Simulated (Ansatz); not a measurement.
**A geometry optimisation of CH6CuSbSi with PBE0-D3(BJ)/def2-SVP**

The starting geometry of this gas-phase singlet was optimised with GFN2-xTB.

```xyz
10

C    -1.0316   -2.7509    0.2627
Cu   -0.5271    1.4273   -1.4219
Sb   -1.7142    0.8559    0.8999
Si   -0.3624   -1.1908    1.1071
H    -0.2943   -3.1848   -0.4076
H    -1.9179   -2.5277   -0.3248
H    -1.3012   -3.5106    0.9924
H     0.8719   -1.6282    1.7752
H    -0.6534    1.6220    1.9604
H     0.1614    1.7389   -2.7269
```

Predict what it relaxes into with PBE0-D3(BJ)/def2-SVP.

New bonds form, giving a structure with H10 bridging Si4 and Cu2, given below by its coordinates. Distances that change by over a tenth: Cu2–H10 (1.51 → 1.90 Å). Contacts that close: Cu2–Si4 (3.64 → 2.41 Å), Si4–H10 (4.85 → 1.58 Å).

The energy falls by 1.73 eV over 26 steps:

```csv
step,E − E(last) (eV)
1,1.731
4,1.239
7,0.961
9,0.799
12,0.654
15,0.418
18,0.021
20,0.005
23,0.000
26,0.000
```

Final geometry (Å):

```xyz
10

C    -0.9628   -2.4870   -0.1002
Cu   -0.9154    1.2285   -0.8442
Sb   -1.9573    0.8506    1.3752
Si   -0.2392   -0.7927    0.2745
H    -0.2555   -3.1189   -0.6582
H    -1.8872   -2.3900   -0.6893
H    -1.2178   -2.9905    0.8452
H     1.0741   -0.8843    0.9822
H    -0.6294    1.6983    2.0758
H     0.2217   -0.2626   -1.1446
```

Frequencies at the end are all real (lowest 86 cm⁻¹). Atoms past krypton carry core potentials, without spin–orbit terms. Run with Ansatz 0.2.0, 3.6 min on 2 threads of Intel(R) Xeon(R) Processor @ 2.50GHz (Skylake/Cascade Lake), on a shared host.
